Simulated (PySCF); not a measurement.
Geometry (Å), atoms numbered from 1 in this order:
```xyz
15

C     2.504    0.375   -0.970
O     2.068   -0.948   -0.801
B     0.854   -1.313   -0.342
C    -0.302   -0.382    0.101
C    -1.506   -0.849    0.604
C    -2.424    0.168    0.959
C    -1.916    1.423    0.721
S    -0.336    1.354    0.077
H     3.542    0.353   -1.332
H     2.478    0.936   -0.020
H     1.888    0.912   -1.710
H     0.663   -2.507   -0.269
H    -1.707   -1.917    0.709
H    -3.418   -0.011    1.371
H    -2.400    2.384    0.895
```

Geometry: PBE0-D3(BJ)/def2-SVP; GIAO shifts from PySCF, gas phase, non-relativistic, averaged over equivalent atoms.

At PBE0/pcSseg-1 (178 basis functions, 65 s wall time on 1 thread of an Intel Xeon, shared host):
```json
{"atoms": "C5", "δ (ppm)": "151.3"}
{"atoms": "C4", "δ (ppm)": "144.4"}
{"atoms": "C7", "δ (ppm)": "144.3"}
{"atoms": "C6", "δ (ppm)": "133.1"}
{"atoms": "C1", "δ (ppm)": "56.1"}
{"atoms": "O2", "δ (ppm)": "157.4"}
{"atoms": "B3", "δ (ppm)": "38.2"}
{"atoms": "S8", "δ (ppm)": "241.3"}
{"atoms": "H13", "δ (ppm)": "7.86"}
{"atoms": "H15", "δ (ppm)": "7.70"}
{"atoms": "H14", "δ (ppm)": "7.36"}
{"atoms": "H12", "δ (ppm)": "5.52"}
{"atoms": "H9/H10/H11", "δ (ppm)": "4.09"}
```

δ = σ(ref) − σ, references computed at the same level: $^{13}$C (184.41 ppm) and $^{1}$H (31.27 ppm) against TMS; H2O for $^{17}$O (334.56 ppm); $^{11}$B (100.73 ppm) against BF3·OEt2; $^{33}$S (495.66 ppm) against CS2.

Estimate the result of repeating the calculation with mPW1PW91/pcSseg-1.

## Answers


| atoms | δ at mPW1PW91/pcSseg-1 | change |
| --- | --- | --- |
| C5 | 151.5 | +0.2 |
| C4 | 144.5 | +0.1 |
| C7 | 144.7 | +0.4 |
| C6 | 133.2 | +0.1 |
| C1 | 56.1 | +0.0 |
| O2 | 155.6 | -1.8 |
| B3 | 38.1 | -0.1 |
| S8 | 242.3 | +1.0 |
| H13 | 7.84 | -0.02 |
| H15 | 7.69 | -0.01 |
| H14 | 7.34 | -0.02 |
| H12 | 5.48 | -0.04 |
| H9/H10/H11 | 4.08 | -0.01 |

References, each an isolated molecule treated in the same way: $^{13}$C (σref 183.54) and $^{1}$H (σref 31.32) against TMS; $^{17}$O (σref 333.30) vs H2O; $^{11}$B (σref 100.80) against BF3·OEt2; $^{33}$S (σref 492.68) against CS2.

The largest change is at O2 (oxygen bonded to C, B). Cost: 178 basis functions, 54 s wall time on 1 thread of an Intel Xeon, shared host. The order of the carbon signals changes between the two levels.

A carbon bonded to boron is broadened by the quadrupolar boron nucleus and is often missing from a measured spectrum. Experimental scales use liquid or dissolved standards, which lie at an offset from isolated H2O (liquid H2O: subtract about 36 ppm).
